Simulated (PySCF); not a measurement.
# Computed structure and properties of [Pr(NH3)]3+

System: [Pr(NH3)]3+ (singlet in the valence; each metal's 4f electrons, 2 of them, lie in its core potential, out of spins and levels); start: template (C3v). Method: PySCF 2.14.0, RKS PBE, Pr lcecp-1-SVP with ECP48, N def2-SVP, H def2-SVP; non-relativistic Hamiltonian with scalar-relativistic core potentials where named; density fitting; no spin-orbit coupling.

Input of the relaxation:

```python
mol = gto.M(atom='''
Pr     0.00000     0.00000    -0.28738
N     -0.00000    -0.00000     2.30762
H      0.93916     0.00004     2.70562
H     -0.46961     0.81332     2.70562
H     -0.46955    -0.81335     2.70562''',
    basis={'Pr': 'lcecp-1-SVP', 'N': 'def2-SVP', 'H': 'def2-SVP'},
    ecp={'Pr': 'lcecp-1-SVP'},
    charge=3, spin=0)
mf = dft.RKS(mol, xc='PBE')
mf.grids.atom_grid = (50, 194)  # f atoms: unpruned, at least (60, 302)
mf = mf.density_fit()  # fitting sets: Pr AutoAux, N def2-universal-JKFIT, H def2-universal-JKFIT
mf.conv_tol = 1e-08; mf.max_cycle = 55
mf.kernel(dm0)  # dm0: converged density of the start geometry
# quasi-Newton relaxation in Cartesian coordinates to a largest gradient under 0.00045 Eh/bohr, steps kept in the point group
```

Run from Python with OMP_NUM_THREADS=2; the lines above give its settings. Where DIIS fails, smearing, a level shift and second-order steps follow.
It took 17 s on 2 threads of Arm Neoverse N1, with other jobs on the host, from the converged density of the start.

Course of the relaxation:

```csv
step,energy above end (eV),largest force component within the symmetry (eV/Å)
0,0.1381,2.541
1,0.0461,1.020
2,0.0168,0.453
3,0.0050,0.269
4,0.0011,0.199
5,0.0001,0.021
6,0.0000,0.010
```

Relaxed geometry (C3v):

```xyz
5

Pr    0.0000    0.0000   -0.1991
N     0.0000    0.0000    2.2385
H     0.9499    0.0000    2.6992
H    -0.4750    0.8226    2.6992
H    -0.4749   -0.8227    2.6992
```

| contact | Å |
| --- | --- |
| Pr1–N2 (NH3) | 2.438 |

On the finer grid (75, 302):

The HOMO is -25.61 eV. The LUMO is -20.85 eV. The dipole about the centre of mass is 3.63 D and the set of Mulliken populations of Pr1 outside the core potential is s 2.06, p 6.04, d 0.42, f 0.02. The D3(BJ) dispersion energy (not in the energies) is -0.111 eV.

```json
{"atom": "Pr1", "Mulliken (e)": "2.46", "Löwdin (e)": "2.39", "spin (e)": "0.00"}
{"atom": "N2", "Mulliken (e)": "-0.32", "Löwdin (e)": "0.01", "spin (e)": "0.00"}
{"atom": "H3", "Mulliken (e)": "0.29", "Löwdin (e)": "0.20", "spin (e)": "0.00"}
{"atom": "H4", "Mulliken (e)": "0.29", "Löwdin (e)": "0.20", "spin (e)": "0.00"}
{"atom": "H5", "Mulliken (e)": "0.29", "Löwdin (e)": "0.20", "spin (e)": "0.00"}
```

The 4f levels lie in the core potential and are missing. Their spin isn't counted.

A rough frequency check found all modes real, so this is a minimum.

Taking off one NH3 (charge 0, singlet; the rest: singlet) in vacuum, both parts rigid, costs 5.39 eV; the small basis without counterpoise inflates it. Parting with an electron moved from the ligand to the metal can be far cheaper, even downhill.

Rigid scan of NH3 along the line from its metal:

```tsv
distance to N2 (Å)	energy (eV)
2.14	0.533
2.24	0.206
2.34	0.045
2.44	0.000
2.54	0.035
2.64	0.122
2.84	0.385
```

One start shape was tried, so this needn't be the lowest isomer.

An lcecp potential fixes the number of 4f electrons, so in runs with it no electron can move into or out of that shell.
